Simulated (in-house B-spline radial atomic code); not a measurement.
# LDA exchange-only excitations of the phosphorus ion P⁵⁺

Method: LDA exchange-only. Computed with an all-electron radial atomic-structure program (B-spline basis): linear response of the closed shell [He] 2s2 2p6 with the functional's adiabatic kernel; scalar-relativistic (spin-free one-electron X2C), finite nucleus, no spin-orbit coupling, no double excitations, S, P, D and F terms only. Only terms of natural parity with L up to 3 were computed.

Command:
```bash
python run_td.py task.json out
```
Settings (radii: box in bohr, nucleus in fm):
```
Z                        15
electrons                10
configuration            [He] 2s2 2p6
hamiltonian              x2c
method                   lda,
box_radius               16.35
rms_radius               3.1889
intervals                72
```

Run time, properties included: 0.4 s on 1 thread of Arm Neoverse N1, on a shared host.

The lowest states, in the order of their Tamm-Dancoff energies; the method's threshold (minus the highest occupied level) is 197.55 eV. Labels give the largest channel, * marks a mixed state, and oscillator strengths are full-response dipole values. Semilocal kernels can invert the small singlet-triplet splittings of Rydberg terms. Energies in eV:

```tsv
state	full response	Tamm-Dancoff	oscillator strength
2p → 3s 3P	127.58	127.59	-
2p → 3s 1P	128.79	128.82	0.2
2p → 3p 3S	137.42	137.47	-
2p → 3p 3D	138.73	138.74	-
2p → 3p 1D	139.64	139.64	-
2p → 3p 1S	?	?	-
2p → 3d 3P	153.30	153.31	-
2p → 3d 3F	153.68	153.69	-
2p → 3d 1F	?	?	-
2p → 3d 1P	156.04	156.13	1.07
```

(1) Where does 2p → 3p 1S lie?

(2) Where does 2p → 3d 1F lie?

(3) How large is the singlet-triplet splitting of 2p → 3s (P terms) in Tamm-Dancoff?

(4) What polarisabilities and dispersion coefficient does the method give?

Answers

(1) At 145.04 eV in full response, 145.52 eV in Tamm-Dancoff.

(2) At 154.22 eV in full response, 154.22 eV in Tamm-Dancoff.

(3) 1.23 eV, from the unrounded values.

(4) Dipole 0.1114 bohr³, quadrupole 0.05858 bohr⁵, C6 0.06819 hartree·bohr⁶ for two such species.
